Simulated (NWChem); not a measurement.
Species: C₂H₈OSn; SMILES CC[O][SnH3]

```xyz
12

Sn    -0.0002     0.9857    -0.0002
O      0.4812    -0.9480     0.0026
C     -0.5100    -1.9385     0.0016
C      0.1513    -3.3002    -0.0021
H     -0.9188     1.3006    -1.4165
H     -0.9156     1.3064     1.4168
H      1.5163     1.7664    -0.0033
H     -1.1718    -1.8560     0.8908
H     -1.1743    -1.8523    -0.8853
H      0.7865    -3.4183     0.8886
H     -0.5998    -4.1056    -0.0072
H      0.7905    -3.4108    -0.8910
```
Atoms are numbered in this order, from 1.

Computed with NWChem. Coordinates come from a PBE0/def2-SVP (def2 core potentials past Kr) optimisation. Not confirmed as a minimum by frequencies.

What does the run give for PBE/3-21G, non-relativistic? Quantities: highest occupied level (eV); orbital gap (eV); dipole (D).


```yaml
highest occupied level (eV): -5.16
orbital gap (eV): 4.55
dipole (D): 1.31
```
